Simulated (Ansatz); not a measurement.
Geometry optimisation, RKS B3LYP-D4/STO-3G in Ansatz.

The input (input.yaml):

```yaml
crystal:
  periodic: [false, false, false]
  atoms:
    - { symbol: Si, position_ang: [0.0, 0.0, 0.0] }
    - { symbol: H, position_ang: [0.0, 0.0, 1.46] }
    - { symbol: "N", position_ang: [1.7163, 0.0, -0.6061] }
    - { symbol: C, position_ang: [2.4072, -1.273, -0.8567] }
    - { symbol: H, position_ang: [1.7433, -1.947, -1.4373] }
    - { symbol: H, position_ang: [3.3364, -1.083, -1.4334] }
    - { symbol: H, position_ang: [2.6645, -1.7518, 0.1112] }
    - { symbol: C, position_ang: [2.4114, 1.273, -0.8449] }
    - { symbol: H, position_ang: [3.0382, 1.1875, -1.757] }
    - { symbol: H, position_ang: [1.6647, 2.0824, -0.9844] }
    - { symbol: H, position_ang: [3.0569, 1.5118, 0.0259] }
    - { symbol: "N", position_ang: [-0.8572, 1.4851, -0.6061] }
    - { symbol: H, position_ang: [-1.8773, 1.43, -0.8888] }
    - { symbol: H, position_ang: [-0.3367, 2.4058, -0.6766] }
    - { symbol: Si, position_ang: [-1.0456, -1.8115, -0.7393] }
    - { symbol: H, position_ang: [-1.7029, -2.4846, 0.3772] }
    - { symbol: H, position_ang: [-2.0454, -1.4265, -1.7311] }
    - { symbol: H, position_ang: [-0.0777, -2.7173, -1.3511] }
basis:
  gaussian: { orbitals: STO-3G }
hamiltonian:
  xc: b3lyp
  dispersion: d4
relax:
  f_tol: 0.02
  max_steps: 40
```

Command:

```bash
$ ansatz run input.yaml --threads 1 --pin off --max-ram 2048MiB --backend cpu --events-out ev --progress --plain --runs-dir out
```

Question: Where does it end, and by what steps?

Answer: It converged. The force dipped under the threshold on the way, but the program's further checks kept it going. Limits of this set-up: minimal basis. After 32 steps the energy has fallen by 0.873 eV; H18 moved furthest, 1.33 Å.

```
step  energy less start (eV)  largest force component (eV/Å)  accepted
   0                  0.0000                           2.756       yes
   2                 -0.5413                           0.879       yes
   4                 -0.7402                           0.565       yes
   6                 -0.8249                           0.216       yes
   8                 -0.8284                           0.504        no
  10                 -0.8548                           0.090       yes
  12                 -0.8563                           0.132       yes
  14                 -0.8590                           0.120       yes
  16                 -0.8614                           0.061       yes
  18                 -0.8627                           0.027       yes
  20                 -0.8640                           0.184       yes
  22                 -0.8673                           0.017       yes
  24                 -0.8693                           0.070       yes
  26                 -0.8708                           0.041       yes
  28                 -0.8720                           0.043       yes
  30                 -0.8727                           0.023       yes
  32                 -0.8728                           0.015       yes
```

```xyz
18
Properties=species:S:1:pos:R:3
Si 0.015 -0.010 -0.080
H 0.356 0.066 1.332
N 1.495 0.109 -1.089
C 2.322 -1.137 -1.185
H 1.687 -1.979 -1.513
H 3.119 -0.997 -1.939
H 2.815 -1.432 -0.232
C 2.377 1.269 -0.730
H 3.161 1.397 -1.499
H 1.774 2.194 -0.701
H 2.887 1.163 0.254
N -1.027 1.390 -0.372
H -1.195 1.535 -1.397
H -0.575 2.281 -0.052
Si -1.087 -1.915 -0.600
H -2.401 -1.915 0.002
H -1.246 -2.060 -2.028
H -0.379 -3.076 -0.110
```

Run time: 120 s on 1 thread of Intel(R) Xeon(R) Platinum 8488C (Sapphire Rapids), on a shared host, peak memory 0.16 GiB.
